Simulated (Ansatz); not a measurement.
Consider the ligand exchange at a B–O bond: `BO[SiH]([SiH3])Cl` + `C[SiH2]O` → `BO[SiH2]C` + `O[SiH]([SiH3])Cl`.

Gas-phase electronic energies from Ansatz, PBE0-D4/def2-TZVP geometries. CCSD(T)/CBS is the MP2 limit (def2-TZVPP, def2-QZVPP) plus CCSD(T) − MP2 in def2-TZVPP, frozen cores. This one scheme is used for every species. Functionals use def2-TZVPP. One conformer a species, not always the lowest.

`BO[SiH]([SiH3])Cl`:

```xyz
11

B    -1.208    0.468   -2.096
O    -0.213    0.116   -1.251
Si   -0.260   -0.632    0.223
Si    1.340    0.348    1.615
Cl    0.227   -2.609   -0.050
H    -0.906    1.002   -3.124
H    -2.352    0.248   -1.798
H    -1.650   -0.596    0.743
H     1.033    1.792    1.794
H     2.685    0.192    1.006
H     1.304   -0.330    2.938
```

`C[SiH2]O`:

```xyz
9

C    -0.291   -1.045   -0.447
Si    0.549    0.499    0.170
O    -0.492    1.773    0.319
H     0.441   -1.848   -0.574
H    -0.774   -0.869   -1.411
H    -1.050   -1.396    0.257
H     1.577    0.956   -0.797
H     1.200    0.204    1.480
H    -1.160    1.725    1.003
```

`BO[SiH2]C`:

```xyz
11

B     1.659    1.215    0.937
O     0.937    0.734   -0.090
Si    0.137   -0.705   -0.326
C    -1.661   -0.350   -0.612
H     1.821    0.549    1.927
H     2.127    2.315    0.834
H     0.751   -1.347   -1.516
H     0.338   -1.572    0.866
H    -2.203   -1.278   -0.814
H    -2.111    0.122    0.264
H    -1.794    0.315   -1.468
```

`O[SiH]([SiH3])Cl`:

Cartesian coordinates in Å:
```
O 0.287 1.793 -0.658
Si -0.520 0.367 -0.590
Si 0.490 -0.928 1.071
Cl -0.375 -0.638 -2.391
H -0.002 2.449 -1.295
H -1.977 0.588 -0.397
H 0.397 -0.244 2.388
H 1.916 -1.153 0.724
H -0.216 -2.234 1.148
```

| level | ΔE (kJ/mol) |
| --- | --- |
| PBE-D4 | -9.8 |
| r2SCAN-D4 | -9.7 |
| PBE0-D4 | -9.4 |
| PBE | -10.4 |
| r2SCAN | -9.9 |
| CCSD/def2-TZVPP | -8.2 |
| HF/def2-QZVPP | -8.8 |
| CCSD/CBS(def2) | -8.4 |

Q: What does CCSD(T)/CBS give? (An estimate is asked.)

A: The calculation gave: -8.3 kJ/mol. The listed levels differ from it by -1.5, -1.4, -1.1, -2.1, -1.6, 0.1, -0.5, -0.1 kJ/mol.

Largest T1 diagnostic among the species: 0.013.
